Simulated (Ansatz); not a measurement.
Ansatz (a program for electronic structure) job for (E)-1,2-dichloro-1,2-difluoroethene (C2Cl2F2), SMILES Cl/C(F)=C(/Cl)F, B3LYP-D3(BJ)/def2-SVP. 

Ansatz 0.2 input:
```yaml
crystal:
  periodic: [false, false, false]
  atoms:
    - {symbol: F, position_ang: [1.70785925, -0.46094682, 0.00000000]}
    - {symbol: C, position_ang: [0.37703653, -0.55080257, -0.00000000]}
    - {symbol: Cl, position_ang: [-0.22811682, -2.14831276, 0.00000000]}
    - {symbol: C, position_ang: [-0.37703653, 0.55080257, 0.00000000]}
    - {symbol: F, position_ang: [-1.70785925, 0.46094682, -0.00000000]}
    - {symbol: Cl, position_ang: [0.22811682, 2.14831276, -0.00000000]}
basis:
  gaussian:
    orbitals: def2-SVP
hamiltonian:
  xc: b3lyp
  dispersion: d3bj
relax: {f_tol: 0.002, max_steps: 200}
```

Output:

```
WARN ansatz: RAYON_NUM_THREADS=1 ignored (pool sized by the plan → 1); use --threads N
Functional definition: B3LYP
integrals: 0.04 GiB planned
961 factors; integrals over basis functions are off by at most 3.9e-4 eV
mean field: 0.39 GiB planned
mean field evaluation 1: about -32537.0982 eV, gradient 2.7e1 eV
mean field evaluation 2: about -32536.8168 eV, gradient 3.1e1 eV
mean field evaluation 4: about -32538.3501 eV, gradient 1.0e0 eV
mean field evaluation 8: about -32538.3911 eV, gradient 1.3e-2 eV
mean field evaluation 16: about -32538.3911 eV, gradient 5.4e-6 eV
mean field -32538.39109609 eV, -1195.7638174676 hartree, gradient 5.4e-6 eV, S^2 0.000000; 0 other end points of the search recorded, 0 dependent functions left out
the calculation of the forces begins
reference -32538.39127878 eV, -1195.7638241813 hartree; 32, 32 occupied and 60, 60 virtual orbitals, 961 factors
relax step   1: F+E_penalty+E_count = -32538.66305906 eV  Δ(F+E_penalty+E_count) = +0.000e0 eV  max|allowed force component| = 8.106e-1 eV/Å  Δτ_max = 0.0000 Å  (28 SCF iters, accepted)
these checks for a lower state are left out or cut short: starts, cluster_reference, orbital_swaps, neighbouring_geometries, increment
integrals: 0.04 GiB planned
961 factors; integrals over basis functions are off by at most 4.0e-4 eV
mean field: 0.39 GiB planned
mean field -32538.39720213 eV, -1195.7640418605 hartree, gradient 2.4e-5 eV, S^2 0.000000; 0 other end points of the search recorded, 0 dependent functions left out
the calculation of the forces begins
reference -32538.39738487 eV, -1195.7640485762 hartree; 32, 32 occupied and 60, 60 virtual orbitals, 961 factors
relax step   2: F+E_penalty+E_count = -32538.66929772 eV  Δ(F+E_penalty+E_count) = -6.239e-3 eV  max|allowed force component| = 4.511e-1 eV/Å  Δτ_max = 0.0050 Å  (31 SCF iters, accepted)
these checks for a lower state are left out or cut short: starts, cluster_reference, orbital_swaps, neighbouring_geometries, increment
integrals: 0.04 GiB planned
961 factors; integrals over basis functions are off by at most 4.0e-4 eV
mean field: 0.39 GiB planned
mean field evaluation 32: about -32538.4008 eV, gradient 2.3e-5 eV
mean field -32538.40083308 eV, -1195.7641752955 hartree, gradient 2.3e-5 eV, S^2 0.000000; 0 other end points of the search recorded, 0 dependent functions left out
the calculation of the forces begins
reference -32538.40101590 eV, -1195.7641820138 hartree; 32, 32 occupied and 60, 60 virtual orbitals, 961 factors
relax step   3: F+E_penalty+E_count = -32538.67319582 eV  Δ(F+E_penalty+E_count) = -3.898e-3 eV  max|allowed force component| = 4.404e-2 eV/Å  Δτ_max = 0.0084 Å  (31 SCF iters, accepted)
these checks for a lower state are left out or cut short: starts, cluster_reference, orbital_swaps, neighbouring_geometries, increment
integrals: 0.04 GiB planned
961 factors; integrals over basis functions are off by at most 4.0e-4 eV
mean field: 0.39 GiB planned
mean field -32538.40098879 eV, -1195.7641810177 hartree, gradient 2.2e-5 eV, S^2 0.000000; 0 other end points of the search recorded, 0 dependent functions left out
the calculation of the forces begins
reference -32538.40117161 eV, -1195.7641877360 hartree; 32, 32 occupied and 60, 60 virtual orbitals, 961 factors
relax step   4: F+E_penalty+E_count = -32538.67326677 eV  Δ(F+E_penalty+E_count) = -7.095e-5 eV  max|allowed force component| = 1.792e-2 eV/Å  Δτ_max = 0.0026 Å  (24 SCF iters, accepted)
these checks for a lower state are left out or cut short: starts, cluster_reference, orbital_swaps, neighbouring_geometries, increment
integrals: 0.04 GiB planned
961 factors; integrals over basis functions are off by at most 4.0e-4 eV
mean field: 0.39 GiB planned
mean field -32538.40104910 eV, -1195.7641832341 hartree, gradient 6.1e-5 eV, S^2 0.000000; 0 other end points of the search recorded, 0 dependent functions left out
the calculation of the forces begins
reference -32538.40123194 eV, -1195.7641899531 hartree; 32, 32 occupied and 60, 60 virtual orbitals, 961 factors
relax step   5: F+E_penalty+E_count = -32538.67327883 eV  Δ(F+E_penalty+E_count) = -1.207e-5 eV  max|allowed force component| = 8.648e-3 eV/Å  Δτ_max = 0.0009 Å  (21 SCF iters, accepted)
these checks for a lower state are left out or cut short: starts, cluster_reference, orbital_swaps, neighbouring_geometries, increment
integrals: 0.04 GiB planned
961 factors; integrals over basis functions are off by at most 4.0e-4 eV
mean field: 0.39 GiB planned
mean field -32538.40102755 eV, -1195.7641824421 hartree, gradient 1.8e-5 eV, S^2 0.000000; 0 other end points of the search recorded, 0 dependent functions left out
the calculation of the forces begins
reference -32538.40121038 eV, -1195.7641891608 hartree; 32, 32 occupied and 60, 60 virtual orbitals, 961 factors
relax step   6: F+E_penalty+E_count = -32538.67328240 eV  Δ(F+E_penalty+E_count) = -3.566e-6 eV  max|allowed force component| = 3.729e-5 eV/Å  Δτ_max = 0.0004 Å  (21 SCF iters, accepted)
integrals: 0.04 GiB planned
961 factors; integrals over basis functions are off by at most 4.0e-4 eV
mean field: 0.39 GiB planned
mean field evaluation 64: about -32538.4010 eV, gradient 4.4e-5 eV
mean field -32538.40102755 eV, -1195.7641824421 hartree, gradient 1.8e-5 eV, S^2 0.000000; 1 other end points of the search recorded, 0 dependent functions left out
the calculation of the forces begins
reference -32538.40121038 eV, -1195.7641891608 hartree; 32, 32 occupied and 60, 60 virtual orbitals, 961 factors
Total energy: -32538.67346523 eV, -1195.7741943421 hartree
Atom 0 at     1.709811    -0.455935     0.000000 Å, force    -0.000031    -0.000006     0.000000 eV/Å
Atom 1 at     0.389266    -0.545493     0.000000 Å, force    -0.000037    -0.000037    -0.000000 eV/Å
Atom 2 at    -0.236228    -2.144486    -0.000000 Å, force     0.000030     0.000013    -0.000000 eV/Å
Atom 3 at    -0.389266     0.545493     0.000000 Å, force     0.000037     0.000037     0.000000 eV/Å
Atom 4 at    -1.709811     0.455935     0.000000 Å, force     0.000031     0.000006     0.000000 eV/Å
Atom 5 at     0.236228     2.144486    -0.000000 Å, force    -0.000030    -0.000013    -0.000000 eV/Å
Dipole moment:    -0.000000     0.000000     0.000000 e Å
```

Self-consistency was reached.

Cost: very roughly 15 core-seconds.
